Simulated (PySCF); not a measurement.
(3S)-3-methyloxolane (C₅H₁₀O), SMILES O1C[C@@H](C)CC1.

Geometry optimised at r2SCAN-D4/def2-SVP. The values are those of a single conformer.

All values below come from r2SCAN-D4/def2-SVP (PySCF).

Frequencies are harmonic and unscaled.

Question: Give all harmonic wavenumbers and intensities. (Estimate from the structure and the level; the computed values follow.)

Answer: 
```csv
mode,ν (cm⁻¹),IR (km/mol),moving atoms (share of kinetic energy)
1,85,4.2,"O 41 %, H 35 %, C 23 %"
2,189,0.2,"C 54 %, H 44 %"
3,238,0.0,H 95 %
4,302,0.6,"C 56 %, H 40 %"
5,433,0.3,"H 51 %, C 48 %"
6,555,1.4,"C 63 %, H 28 %, O 9 %"
7,677,4.2,"C 36 %, O 36 %, H 28 %"
8,830,4.9,"H 51 %, C 39 %, O 10 %"
9,879,2.4,"C 49 %, H 48 %"
10,918,15.4,"C 46 %, H 39 %, O 15 %"
11,939,8.6,"H 49 %, C 44 %"
12,953,0.9,"H 66 %, C 33 %"
13,970,2.3,"H 73 %, C 24 %"
14,998,15.6,"H 53 %, C 41 %"
15,1092,69.9,"C 61 %, O 22 %, H 17 %"
16,1133,62.9,"C 54 %, H 30 %, O 16 %"
17,1157,1.3,"C 50 %, H 48 %"
18,1171,4.2,"H 53 %, C 45 %"
19,1187,9.1,"H 63 %, C 32 %"
20,1229,4.9,"H 75 %, C 24 %"
21,1257,2.4,"H 80 %, C 19 %"
22,1285,1.1,"H 74 %, C 24 %"
23,1315,0.8,"H 76 %, C 21 %"
24,1343,2.5,"H 74 %, C 24 %"
25,1367,3.7,"H 72 %, C 25 %"
26,1389,5.4,"H 76 %, C 24 %"
27,1401,0.1,"H 59 %, C 41 %"
28,1458,4.6,"H 89 %, C 11 %"
29,1467,4.5,H 95 %
30,1471,8.3,H 96 %
31,1495,2.8,H 92 %
32,1508,0.6,"H 91 %, C 9 %"
33,2952,92.1,H 94 %
34,2985,67.3,H 94 %
35,3016,15.0,H 92 %
36,3025,23.0,H 97 %
37,3034,30.6,H 94 %
38,3066,93.7,"H 91 %, C 9 %"
39,3066,8.9,"H 91 %, C 9 %"
40,3112,17.3,"H 91 %, C 9 %"
41,3119,32.6,"H 91 %, C 9 %"
42,3126,20.0,"H 91 %, C 9 %"
```
